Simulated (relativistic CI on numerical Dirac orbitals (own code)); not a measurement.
**Line list: Electric-dipole lines, As I**

These numbers are calculated, not measured: Dirac-Coulomb-Breit CI, separate exchange-only KLI orbitals for each configuration, model QED, valence Slater integrals scaled by 0.85, configuration energies shifted to the measured levels that pair with them (semi-empirical) (own radial code, finite nucleus).

Configuration list (outside the closed core [Ar] 3d10): 4s2 4p3, 4s2 4p2 5s, 4s2 4p2 4d, 4s 4p4, 4s2 4p2 5p, 4s2 4p2 6s, 4s2 4p2 6p, 4s2 4p2 5d, 4s2 4p2 4f, 4s2 4p 4d2, 4s2 4p2 6d, 4s2 4p2 5f, 4s2 4p2 5g, 4s2 4p2 6f. Levels of other configurations are missing.

| λ vac (Å) | Lower | Upper | A (s⁻¹) | log gf | S velocity/length |
| --- | --- | --- | --- | --- | --- |
| 1624.9 | 4s2 4p3 2D°_3/2 [2] | 4s2 4p2 5s 2S_1/2 [86] | 4.92e+06 | -2.41 | 1.02 |
| 1627.0 | 4s2 4p3 4S°_3/2 [1] | 4s2 4p2 5s 2D_5/2 [17] | 7.64e+06 | -1.74 | 1.08 |
| 1829.7 | 4s2 4p3 4S°_3/2 [1] | 4s2 4p2 5s 2P_3/2 [10] | 2.67e+06 | -2.27 | 0.91 |
| 1859.1 | 4s2 4p3 2P°_1/2 [4] | 4s2 4p2 5s 2S_1/2 [86] | 1.71e+08 | -0.75 | 0.79 |
| 1876.0 | 4s2 4p3 2P°_3/2 [5] | 4s2 4p2 5s 2S_1/2 [86] | 2.89e+08 | -0.52 | 0.84 |
| 1882.0 | 4s2 4p3 4S°_3/2 [1] | 4s2 4p2 5s 2P_1/2 [9] | 3.32e+06 | -2.45 | 0.86 |
| 1900.6 | 4s2 4p3 4S°_3/2 [1] | 4s2 4p2 5s 4P_5/2 [8] | 1.89e+08 | -0.21 | 0.79 |
| 1949.3 | 4s2 4p3 4S°_3/2 [1] | 4s2 4p2 5s 4P_3/2 [7] | 1.80e+08 | -0.39 | 0.78 |
| 1984.3 | 4s2 4p3 4S°_3/2 [1] | 4s2 4p2 5s 4P_1/2 [6] | 1.76e+08 | -0.68 | 0.78 |
| 2018.1 | 4s2 4p3 2D°_3/2 [2] | 4s2 4p2 5s 2D_3/2 [18] | 1.93e+08 | -0.33 | 0.74 |
| 2020.1 | 4s2 4p3 2D°_3/2 [2] | 4s2 4p2 5s 2D_5/2 [17] | 2.17e+07 | -1.10 | 0.70 |
| 2030.4 | 4s2 4p3 2D°_5/2 [3] | 4s2 4p2 5s 2D_3/2 [18] | 4.66e+06 | -1.94 | 0.69 |
| 2032.5 | 4s2 4p3 2D°_5/2 [3] | 4s2 4p2 5s 2D_5/2 [17] | 2.00e+08 | -0.13 | 0.73 |
| 2342.3 | 4s2 4p3 2D°_3/2 [2] | 4s2 4p2 5s 2P_3/2 [10] | 1.97e+06 | -2.19 | 0.88 |
| 2358.9 | 4s2 4p3 2D°_5/2 [3] | 4s2 4p2 5s 2P_3/2 [10] | 2.66e+08 | -0.05 | 0.70 |
| 2392.5 | 4s2 4p3 2P°_1/2 [4] | 4s2 4p2 5s 2D_3/2 [18] | 2.10e+07 | -1.14 | 0.64 |
| 2420.4 | 4s2 4p3 2P°_3/2 [5] | 4s2 4p2 5s 2D_3/2 [18] | 3.41e+07 | -0.92 | 0.63 |
| 2423.4 | 4s2 4p3 2P°_3/2 [5] | 4s2 4p2 5s 2D_5/2 [17] | 2.58e+07 | -0.87 | 0.62 |
| 2428.6 | 4s2 4p3 2D°_3/2 [2] | 4s2 4p2 5s 2P_1/2 [9] | 3.06e+08 | -0.27 | 0.68 |

Terms are leading LS components. Brackets give the number of a level in order of energy, since labels repeat. The list gives strong lines, with weight on those to low levels, without configurations that were not tied to measured data, among the lowest 174 of 320 levels, so that lines to higher ones, which can be the strongest, are missing, and without lines across small gaps between configurations, and without 9 lines that miss the measured interval by over 3.5 %, start from a term whose rates miss tabulated ones by over 60 %, have gauges far apart or, lacking measured levels, span too small a gap for the errors found; lines with a level outside our table were not tested and can miss by more. Levels whose partners in the same complex of configurations lie outside the list can be far off, and so can their lines. Rates are taken at the computed energies, electric ones in the length gauge. A velocity-to-length ratio far from 1 marks an uncertain rate.

Configurations whose levels could be paired with our table of measured levels were shifted onto them, all but the ground configuration, by the median error of their levels; single terms can still be off by 1,000 to 2,000 cm⁻¹ or more, and rates follow the energies as ν³ (E1, M1) or ν⁵ (E2). The others borrow a shift and can be off by several thousand cm⁻¹ or more. The fine structure of a lone outer electron comes out too small, for d and f at times inverted, and misplaced configurations move strength between like terms. 11 of the 11 excited levels that our extract of the measured tables holds in this range could be paired (the sources list more); they are missed by 732 cm⁻¹ on average and 1550 at most, after the shifts were fitted to these levels, and levels without a partner can miss by more.

Q: From the table, what is the radiative lifetime of 4s2 4p2 5s 2D_5/2?

A: The listed rates from this level add up to about 2.55e+08 s⁻¹, 100 % of its decay; with all channels τ = 3.92e-09 s.

LS names give the leading component of a level, which can be under half, so a name can repeat, a term be missing and a line seem to break the LS rules.
